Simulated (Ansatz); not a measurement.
The same redistribution along the group O, S, Se.

Calculated with Ansatz (gas phase, PBE0-D4/def2-TZVP geometries, no zero-point term in ΔE). CCSD(T)/CBS adds triple-zeta CCSD(T) − MP2 to the extrapolated MP2 energy (def2 sets, frozen cores). def2 core potentials past Kr. For Ga, Se, Sn outer-core shells are correlated without core-valence functions, which leaves a few kJ/mol of doubt a bond. Scalar relativity is left out up to krypton. One conformer a species, not always the lowest.

Q: Order these by ΔE at CCSD(T)/CBS, lowest first. (Best estimate.)
A. `[OH][GaH][F]` + `[F][SnH]([F])[F]` → `[F][GaH2]` + `[OH][Sn]([F])([F])[F]`
B. `[F][GaH][SeH]` + `[F][SnH]([F])[F]` → `[F][GaH2]` + `[F][Sn]([F])([F])[SeH]`
C. `[F][GaH][SH]` + `[F][SnH]([F])[F]` → `[F][GaH2]` + `[F][Sn]([F])([F])[SH]`

A: B (+0.34 eV), C (+0.43 eV), A (+0.55 eV).

Largest T1 diagnostic: 0.015, for `[OH][Sn]([F])([F])[F]`.
